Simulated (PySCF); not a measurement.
Compound: C2H4O2Se.
Numbering: `[O:1]=[C:2]([OH:3])[CH2:4][SeH:5]` (hydrogens: H6 on O3; H7, H8 on C4; H9 on Se5)

Method: MP2 and CCSD/aug-cc-pVDZ in PySCF, restricted Hartree–Fock reference, frozen core, non-relativistic, gas phase, PBE0-D3(BJ)/def2-SVP geometry.

E(HF) = -2627.65569 Eh.

Problem. How large is the problem?

Solution. 164 basis functions and 66 electrons; 13 orbitals frozen, which leaves o = 20 correlated occupied and v = 131 virtual orbitals. That is o·v = 2620 singles and o·v(o·v + 1)/2 = 3433510 distinct closed-shell doubles amplitudes before symmetry; the costliest CCSD step grows as o²v⁴ = 1.2 × 10^11.

Problem. What are the MP2 and CCSD correlation energies?

Solution. MP2 -0.8163 Eh and CCSD -0.8474 Eh, which gives totals of -2628.47204 and -2628.50313 Eh. That is 0.576 eV for each correlated electron at CCSD (2225 kJ/mol in all, 0.032 % of the total energy); MP2 gives 96.3 % of the CCSD value.

Problem. What is the T1 diagnostic?

Solution. 0.0134, below the customary warning level of 0.02. It is the norm of the spatial-orbital singles amplitudes over the root of the number of correlated electrons, so the norm is 0.085.

Problem. How does correlation change the dipole moment?

Solution. HF gives 1.42 D and CCSD (unrelaxed density) 1.22 D, a change of -0.20 D.

No triples correction and no basis-set extrapolation were made.

The job also held the EOM ionisation roots. Hardware: one thread, Arm Neoverse V1, shared host. Cost: 9.6 min of wall time.

Conformer computed: `[O:1]=[C:2]([OH:3])[CH2:4][SeH:5]`: O1–C2–C4–Se5 -85°, H–O3–C2–O1 2°, H–Se5–C4–C2 62°.

One conformer stands for the species.
